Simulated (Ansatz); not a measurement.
Two isomers of C2H6AlFSi: A = `[CH3][Al]1[CH2][SiH]1F`, B = `F[CH]1[CH2][Al]1[SiH3]`.

Isolated molecules relaxed with PBE0-D4/def2-TZVP in Ansatz; ΔE leaves out vibrations. CBS: MP2 limit from def2 TZ/QZ plus the TZ coupled-cluster correction, frozen cores. DFT in def2-TZVPP. B3LYP here is the variant with VWN-RPA as its local correlation; programs differ in this.

(1) Which is lower in electronic energy at CCSD(T)/CBS, and by how much? (Estimate.)

(2) Give E(B) − E(A) in kcal/mol with PBE0-D4, B2PLYP, B3LYP-D4, CCSD(T)/def2-TZVPP, HF/def2-TZVPP, r2SCAN-D4, ωB97M-V. (An estimate is asked.)

Largest T1 diagnostic: 0.014.

## Answers

(1) Computed: A, by 70.2 kcal/mol.

(2) Computed: PBE0-D4 66.9, B2PLYP 69.0, B3LYP-D4 67.0, CCSD(T)/def2-TZVPP 68.8, HF/def2-TZVPP 68.3, r2SCAN-D4 68.7, ωB97M-V 69.5. None reverses the order clearly.

From PBE to PBE0 (25 % exact exchange), in def2-TZVPP and without D4, E(B) − E(A) moves by +2.3 kcal/mol.
